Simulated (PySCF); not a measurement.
C3H8O2Si. Atoms are numbered in the order given.

```xyz
14

Si    -1.1822     0.5609     0.6676
C     -2.1810    -0.8779     0.0354
O      0.5003     0.1893     0.7111
C      1.1316    -0.0333    -0.4469
C      2.5935    -0.3081    -0.2660
O      0.5551    -0.0069    -1.5064
H     -1.4728     0.8367     2.1019
H     -1.3798     1.8027    -0.1299
H     -3.2574    -0.6601     0.1203
H     -1.9688    -1.7858     0.6205
H     -1.9392    -1.0698    -1.0195
H      2.7270    -1.1747     0.3978
H      3.0703     0.5511     0.2281
H      3.0635    -0.4961    -1.2374
```
Charge 0, spin multiplicity 1.

Coordinates come from a PBE0-D3(BJ)/def2-SVP optimisation. Other conformers were not sampled.

These are PBE0-D3(BJ)/def2-SVP in PySCF values and carry that method's errors.

Frequencies are harmonic and unscaled.

Computed harmonic wavenumbers and intensities:
| mode | ν (cm⁻¹) | IR (km/mol) | moving atoms (share of kinetic energy) |
|---|---|---|---|
| 1 | 76 | 4.0 | H 40 %, C 37 %, O 20 % |
| 2 | 102 | 0.4 | H 69 %, C 21 %, O 10 % |
| 3 | 112 | 0.6 | O 40 %, H 39 %, C 19 % |
| 4 | 146 | 8.1 | O 44 %, H 31 %, Si 13 %, C 12 % |
| 5 | 167 | 1.8 | H 75 %, Si 12 %, O 11 % |
| 6 | 243 | 8.0 | O 34 %, C 26 %, H 25 %, Si 16 % |
| 7 | 377 | 6.5 | C 29 %, H 28 %, Si 22 %, O 21 % |
| 8 | 501 | 8.8 | H 93 % |
| 9 | 597 | 2.5 | C 44 %, H 41 %, O 14 % |
| 10 | 612 | 2.1 | C 35 %, O 31 %, H 26 %, Si 8 % |
| 11 | 686 | 12.6 | H 47 %, C 30 %, O 15 %, Si 8 % |
| 12 | 722 | 15.3 | H 65 %, C 19 %, Si 12 % |
| 13 | 763 | 44.6 | H 55 %, C 20 %, Si 17 %, O 8 % |
| 14 | 796 | 49.9 | O 53 %, H 22 %, Si 15 %, C 10 % |
| 15 | 882 | 32.9 | H 77 %, C 17 % |
| 16 | 922 | 366.1 | H 75 %, Si 15 % |
| 17 | 961 | 112.1 | H 94 % |
| 18 | 980 | 28.7 | O 53 %, C 28 %, H 18 % |
| 19 | 1022 | 42.8 | H 56 %, C 23 %, O 21 % |
| 20 | 1054 | 11.9 | C 50 %, H 47 % |
| 21 | 1260 | 41.0 | H 77 %, C 23 % |
| 22 | 1313 | 209.6 | H 46 %, C 41 %, O 13 % |
| 23 | 1400 | 264.2 | C 54 %, H 40 % |
| 24 | 1420 | 11.0 | H 94 % |
| 25 | 1435 | 15.5 | H 95 % |
| 26 | 1437 | 14.5 | H 95 % |
| 27 | 1444 | 11.0 | H 96 % |
| 28 | 1858 | 234.1 | C 64 %, O 35 % |
| 29 | 2261 | 104.2 | H 98 % |
| 30 | 2263 | 121.8 | H 96 % |
| 31 | 3063 | 1.2 | H 97 % |
| 32 | 3079 | 0.4 | H 97 % |
| 33 | 3166 | 1.7 | H 91 %, C 9 % |
| 34 | 3171 | 0.7 | H 91 %, C 9 % |
| 35 | 3187 | 0.1 | H 91 %, C 9 % |
| 36 | 3218 | 1.9 | H 90 %, C 10 % |
